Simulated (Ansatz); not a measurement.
```yaml
crystal:
  periodic: [false, false, false]
  atoms:
    - {symbol: Ga, position_ang: [2.554206, 0.694409, -0.383361]}
    - {symbol: Ga, position_ang: [-1.867822, -2.402780, 0.815790]}
    - {symbol: Ga, position_ang: [0.928343, 2.787953, 0.035325]}
    - {symbol: Ga, position_ang: [-0.132285, 0.209556, 0.674186]}
    - {symbol: O, position_ang: [2.088776, 2.225708, -1.226610]}
    - {symbol: O, position_ang: [-1.305526, -0.842259, 1.466494]}
    - {symbol: O, position_ang: [-0.786189, 1.807471, -0.118751]}
    - {symbol: O, position_ang: [1.041868, -0.677560, -0.603606]}
    - {symbol: O, position_ang: [0.671403, 4.432603, 0.649997]}
    - {symbol: O, position_ang: [0.511651, -1.056451, -1.897641]}
    - {symbol: O, position_ang: [1.377488, 1.179917, 1.122058]}
    - {symbol: O, position_ang: [-2.733680, -3.500761, 1.898438]}
    - {symbol: O, position_ang: [-1.578661, -2.836418, -0.885847]}
    - {symbol: H, position_ang: [-1.540630, 1.955999, -0.701602]}
    - {symbol: H, position_ang: [0.953058, -1.915957, -2.016090]}
    - {symbol: H, position_ang: [3.879964, -0.080964, -0.301446]}
    - {symbol: H, position_ang: [0.046916, 4.464721, 1.386083]}
    - {symbol: H, position_ang: [-1.108638, -2.131127, -1.362691]}
    - {symbol: H, position_ang: [-3.000233, -4.314071, 1.449277]}
basis:
  gaussian: {orbitals: def2-TZVP, initial_orbitals: start.molden}
hamiltonian: {xc: pbe0, dispersion: d4}
scf: {omitted_lower_state_checks: [starts]}
output: {orbitals: {seedname: orbitals}}
```

The file start.molden holds the orbitals of an earlier run on this structure, at another level or in another basis.

```sh
$ ansatz run in.yaml --threads 4 --pin off --events-out ev --progress --plain --max-ram 6963MiB
```

Does this run fit into the memory that it is given?

No. It has 507 basis functions, and Ansatz plans for 6.94 GiB where 6.79 GiB are given.
